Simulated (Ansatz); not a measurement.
`C[SiH2][Ga]([F])[Cl]` + H₂ → `C[SiH2][GaH][Cl]` + H–F  (hydrogenolysis of a Ga–F bond)

Isolated molecules relaxed with PBE0-D4/def2-TZVP in Ansatz; ΔE leaves out vibrations. CCSD(T)/CBS adds triple-zeta CCSD(T) − MP2 to the extrapolated MP2 energy (def2 sets, frozen cores). This one scheme is used for every species. DFT in def2-TZVPP. B3LYP here is the variant with VWN-RPA as its local correlation; programs differ in this. HSE06 is defined as in plane-wave codes. For Ga outer-core shells are correlated without core-valence functions, which leaves a few kJ/mol of doubt a bond. Scalar relativity is left out up to krypton. Each species was taken in one conformer, which may not be the lowest.

`C[SiH2][Ga]([F])[Cl]`:

Z-matrix (Å, degrees):
```
C
Si 1 1.870
H 1 1.091 2 110.9
H 1 1.091 2 110.9 3 120.0
H 1 1.092 2 110.2 3 -120.0
Ga 2 2.397 1 111.4 3 -60.0
H 2 1.488 1 111.9 3 59.3
H 2 1.488 1 111.9 3 -179.1
Cl 6 2.142 2 127.4 1 179.5
F 6 1.757 2 121.5 1 -0.5
```

H₂:

```xyz
2

H     0.152    0.066   -0.334
H    -0.152   -0.066    0.334
```

`C[SiH2][GaH][Cl]`:

```xyz
10

C    -0.521    0.273   -1.588
Si    0.343   -0.628   -0.186
Ga    0.137    0.482    1.941
Cl    1.123   -0.536    3.577
H    -1.591    0.368   -1.392
H    -0.396   -0.272   -2.526
H    -0.111    1.276   -1.721
H    -0.214   -2.001   -0.027
H     1.799   -0.767   -0.476
H    -0.570    1.805    2.397
```

H–F:

```xyz
2

F    -0.214    0.376    0.157
H     0.214   -0.376   -0.157
```

```
             level  ΔE (kJ/mol)  difference from CCSD(T)/CBS
            PBE-D4         83.0                          4.1
          B3LYP-D4         86.6                          7.7
        r2SCANh-D4         87.7                          8.8
          HSE06-D4         75.9                         -3.0
      CAM-B3LYP-D4         86.6                          7.7
             B3LYP         85.5                          6.6
           r2SCAN0         82.8                          3.9
             HSE06         75.3                         -3.6
RPA@PBE/def2-TZVPP         80.1                          1.2
       HF/def2-SVP         80.6                          1.7
      MP2/def2-SVP        100.0                         21.1
    MP2/def2-TZVPP         86.0                          7.1
SCS-MP2/def2-TZVPP         86.4                          7.5
     HF/def2-QZVPP         79.4                          0.5
SCS-MP2/def2-QZVPP         85.7                          6.8
    CCSD/CBS(def2)         75.9                         -3.0
       CCSD(T)/CBS         78.9                            0
```

Largest T1 diagnostic among the species: 0.013.

From BLYP to BHLYP (50 % exact exchange), in def2-TZVPP and without D4, ΔE moves by −9.8 kJ/mol. Leaving LDA and LC-ωPBE aside and taking each functional with its dispersion term where it has one, the values, not all of them listed here, spread over 17.1 kJ/mol, from HSE06-D4 to BLYP-D4. LDA lies −6.5 kJ/mol from PBE without D4. At CCSD(T), def2-SVP lies +14.9 kJ/mol from the extrapolated value and def2-TZVPP +2.1 kJ/mol.
